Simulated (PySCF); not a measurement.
Species: C6H10O2S.
Geometry (PBE0-D3(BJ)/def2-SVP, Å), atoms numbered from 1 in this order:
```xyz
19
C6H10O2S angstrom
C      2.1591    0.4730   -0.9314
C      1.2000   -0.6957   -0.7711
C      0.0172   -0.3871    0.1273
C     -0.9374   -1.5441    0.4168
C     -2.3405   -1.0062    0.4818
C     -2.5381    0.2210    0.0030
S     -1.0322    0.9151   -0.6224
O     -1.0151    0.7828   -2.0798
O     -0.7555    2.2117   -0.0103
H      2.5960    0.7702    0.0346
H      1.6454    1.3508   -1.3503
H      2.9832    0.2131   -1.6111
H      0.8074   -0.9996   -1.7558
H      1.7242   -1.5716   -0.3521
H      0.3388    0.0861    1.0686
H     -0.8791   -2.3056   -0.3816
H     -0.6639   -2.0551    1.3534
H     -3.1523   -1.6241    0.8758
H     -3.4697    0.7808   -0.0856
```

The closed-shell ground state was solved at several levels (PySCF, density fitting, gas phase, non-relativistic).

| level | basis functions | HOMO (eV) | LUMO (eV) | gap (eV) | dipole (D) |
| --- | --- | --- | --- | --- | --- |
| PBE0/def2-SVPD | 273 | -8.06 | -1.00 | 7.06 | 5.34 |
| PBE0/pcSseg-1 | 210 | -7.99 | -0.94 | 7.05 | 5.18 |

**Question.** Estimate the row for wB97X-D/pcSseg-1, a basis of 210 functions; the other rows only guide the guess.

**Answer.** HOMO -9.86 eV, LUMO 0.85 eV, gap 10.71 eV, dipole 5.31 D.

**Question.** How far do the dipole and the HOMO energy spread over the levels?

**Answer.** The dipole runs from 5.18 to 5.34 D (mean 5.28 D) and the HOMO from -9.86 to -7.99 eV.

One conformer stands for the species.
